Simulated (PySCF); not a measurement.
Atoms are numbered as in `[CH3:1][C:2]#[C:3][SiH2:4][O:5][SiH3:6]`. Hydrogens are named by the atom that carries them.

GIAO PBE0/pcSseg-1 shifts (PySCF 2.14.0 with density-fitted response routines, gas phase, non-relativistic, equivalent atoms averaged), each against references optimised in the same way as the molecule (TMS, H2O).

On the GFN2-xTB geometry: C2 112.7, C3 85.1, C1 5.9, Si6 -45.5, Si4 -56.1, O5 10.5, H(Si6) 5.15, H(Si4) 5.15, H(C1) 2.11 ppm.

Q: What changes on the PBE0-D3(BJ)/def2-SVP geometry?

A: 
```
 atoms  δ (ppm)  change
    C2    114.4    +1.7
    C3     83.6    -1.5
    C1      5.8    -0.1
   Si6    -37.8    +7.7
   Si4    -49.7    +6.4
    O5      7.5    -3.0
H(Si6)     4.98   -0.17
H(Si4)     4.97   -0.18
 H(C1)     2.01   -0.10
```

Bonds between heavy atoms that differ most (equivalent bonds averaged): O5–Si6 1.614 → 1.660 Å, Si4–O5 1.625 → 1.659 Å, C3–Si4 1.847 → 1.827 Å, C2–C3 1.206 → 1.220 Å, C1–C2 1.446 → 1.450 Å. Mean change of bonds to hydrogen: C–H +0.011 Å, Si–H +0.029 Å. The two structures also differ in conformation, which adds to the changes.
